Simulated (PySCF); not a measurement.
Si(F)(NH2)3 (FH₆N₃Si), SMILES N[Si](N)(N)F.

Coordinates come from a PBE0-D3(BJ)/def2-SVP optimisation. Other conformers were not sampled.

Two levels are set side by side: TDDFT-PBE/def2-SVPD (PySCF) and TDDFT-CAM-B3LYP/def2-SVPD (PySCF). Vertical, same geometry. The lowest singlet is HOMO→LUMO 100 % with PBE and HOMO→LUMO 91 % with the other functional; states are paired by order. Differences are taken from unrounded values.

| quantity | TDDFT-CAM-B3LYP |
|---|---|
| lowest singlet excitation (eV) | 6.38 |
| lowest triplet excitation (TDA) (eV) | 6.05 |

Problem. What does TDDFT-PBE give, and how far is it from TDDFT-CAM-B3LYP? (An estimate is asked for; the answer gives what the named calculation found.)

Solution. 
```csv
quantity,TDDFT-PBE,TDDFT-PBE minus TDDFT-CAM-B3LYP
lowest singlet excitation (eV),5.32,-1.06
lowest triplet excitation (TDA) (eV),5.14,-0.92
```

A lower first singlet is the usual sign of a functional without exact exchange. Differences between two approximate levels are no errors against the true value.

Rough cost on one machine, each run with all the roots and properties that it gave: TDDFT-CAM-B3LYP against TDDFT-PBE about 8 times.
